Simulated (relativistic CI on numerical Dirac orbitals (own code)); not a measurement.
Cr2+ in a cubic cluster: L2,3 absorption with charge transfer

Computed with a charge-transfer multiplet model of a cubic metal-ligand cluster with up to one ligand hole, Slater and spin-orbit integrals from Dirac-Coulomb-Breit ions, Slater integrals scaled by 0.8. The parameters are those of a tetrahedral site (10Dq negative, t2 hopping the larger). The ground state mixes d4 with configurations of k ligand holes L, whose averages lie at kΔ + k(k − 1)U_dd/2; a core hole lowers each added d electron by U_cd. 300 K, Lorentzian 0.4 eV and Gaussian 0.3 eV FWHM.

Atomic integrals in eV (Slater integrals scaled, ζ unscaled), ground: F2dd 7.675, F4dd 4.768, zeta_d 0.027; with the core hole: F2dd 8.366, F4dd 5.204, zeta_d 0.040, zeta_core 5.624, F2cd 4.703, G1cd 3.430, G3cd 1.946.

Cluster parameters (eV): U_dd = 4.9, U_cd = 6.2, 10Dq = -0.15, 10Dq(ligand) = 0, V(eg) = 0.9, V(t2g) = -1.53, final-state hopping factor = 0.9.

```json
{"Case": "Δ = 3.4 eV", "n_d": "4.29", "d4": "0.71", "d5L": "0.29", "S": "2.00"}
{"Case": "Δ = 6.4 eV", "n_d": "4.15", "d4": "0.85", "d5L": "0.15", "S": "2.00"}
{"Case": "Δ = 9.4 eV", "n_d": "4.09", "d4": "0.91", "d5L": "0.09", "S": "2.00"}
```

Weights, n_d and S are thermal averages at 300 K. Photon energies count from the first peak over 30 % of the highest in each spectrum, which can be another peak from case to case. The parameters are a model scan and need not match a compound or its usual spin state. Peaks in eV (height, largest 100):
- Δ = 3.4 eV: -2.4 (7), 0.0 (100), 0.6 (88), 3.2 (16), 4.1 (10), 5.7 (19), 6.8 (18), 8.1 (19), 9.8 (37)
- Δ = 6.4 eV: -3.5 (6), -2.7 (9), -2.2 (9), 0.0 (100), 2.2 (49), 5.4 (22), 6.5 (21), 8.0 (18), 9.2 (34), 9.8 (35)
- Δ = 9.4 eV: -3.6 (6), -2.7 (10), -2.3 (9), 0.0 (100), 1.4 (73), 2.3 (54), 5.3 (27), 6.2 (23), 7.9 (18), 9.2 (35), 9.7 (37)

Curve for Δ = 6.4 eV (points under 2 left out, the grid thinned):

E (eV), Intensity and a bar:
```
     -3.9        2.4 
     -3.5        5.7 #
     -3.1        4.8 #
     -2.8        8.2 ##
     -2.4        8.5 ##
     -2.0        7.7 ##
     -1.6        9.7 ##
     -1.2       19.0 #####
     -0.9       24.8 #######
     -0.5       49.4 ###############
     -0.1       97.2 ##############################
      0.3       85.5 ##########################
      0.7       80.7 #########################
      1.0       75.9 #######################
      1.4       66.8 ####################
      1.8       48.7 ###############
      2.2       49.1 ###############
      2.6       31.6 #########
      2.9       18.8 #####
      3.3       10.7 ###
      3.7        9.2 ##
      4.1        8.8 ##
      4.5       10.5 ###
      4.8       13.3 ####
      5.2       17.9 #####
      5.6       19.1 #####
      6.0       13.2 ####
      6.3       17.4 #####
      6.7       17.9 #####
      7.1       10.2 ###
      7.5       11.8 ###
      7.9       17.6 #####
      8.2       16.5 #####
      8.6       19.6 ######
      9.0       32.0 #########
      9.4       33.6 ##########
      9.8       35.5 ###########
     10.1       30.6 #########
     10.5       20.7 ######
     10.9       16.1 ####
     11.3       13.2 ####
     11.7        8.6 ##
     12.0        4.7 #
     12.4        2.8 
     12.8        2.0
```

For the case Δ = 6.4 eV, Δ = 6.4 eV is larger than U_dd = 4.9 eV, the Mott-Hubbard side of the Zaanen-Sawatzky-Allen scheme. With the core hole the configuration with one ligand hole lies at Δ + U_dd − U_cd = 2.1, 5.1, 8.1 eV from the one without, in the order of the table; where this is negative the screened configuration lies lower, though the effective hopping of about 2.9 eV (from the holes of the mixed ground state) mixes the two strongly wherever it is as large as the gap.

With at most 1 ligand hole the space is cut while the next configuration still counts, so covalency is underestimated, and a final configuration with one more ligand hole, which can lie low, is missing from the spectra.
